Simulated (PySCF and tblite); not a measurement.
The numbers below are computed, except where a source is named.
**Dynamics report: pyramidal inversion**

System: C6H11N, numbered as in [CH3:1][N:2]1[CH2:3][CH:4]=[CH:5][CH2:6][CH2:7]1.

Motion: pyramidal inversion at N2. Geometries: GFN2-xTB; energies: PBE0/pcSseg-1 + D3(BJ), IEF-PCM dimethylsulfoxide; zero-point and thermal terms from GFN2-xTB harmonic modes (soft modes blended into free rotors). Rates follow Eyring's equation with the number of equivalent paths and no tunnelling. (PySCF 2.14 with density fitting, tblite 0.8.)

| point | symmetry | E(GFN2) kcal/mol | E(DFT) kcal/mol | ZPE change kcal/mol | lowest mode cm⁻¹ | dipole D |
| --- | --- | --- | --- | --- | --- | --- |
| start | C1 | 0.0 | 0.0 | 0.00 | 114 | 0.94 |
| saddle | C1 | 6.2 | 6.2 | -1.30 | 245i | 0.65 |
| end | C1 | 0.0 | -1.7 | -0.41 | 128 | 0.92 |

- Electronic barrier: 6.2 kcal/mol
- Barrier with zero-point energy: 4.9 kcal/mol
- ΔH‡ (298 K): 4.9 kcal/mol
- ΔS‡ (298 K, symmetry apart): 0.6 cal/(mol K)
- Paths: 1 equivalent path
- End point: a different minimum
- Mean lifetime of the start against this motion at 298 K: 430 ps
- Cost: 120 s on 1 thread of Arm Neoverse N1, shared host (rough), peak memory 0.99 GiB, launched as `OMP_NUM_THREADS=1 python ens_run.py task.json out`

```tsv
T/K	ΔG‡ kcal/mol	k s⁻¹	ΔG kcal/mol	k back s⁻¹
200	4.7	3×10⁷	-2.2	1.3×10⁵
250	4.7	4.2×10⁸	-2.2	5.2×10⁶
298	4.7	2.4×10⁹	-2.2	5.6×10⁷
350	4.7	8.8×10⁹	-2.2	3.5×10⁸
400	4.7	2.3×10¹⁰	-2.3	1.3×10⁹
```

ΔG and ΔG‡ leave out symmetry numbers and mirror images; rates count paths: 1 out, 1 back.
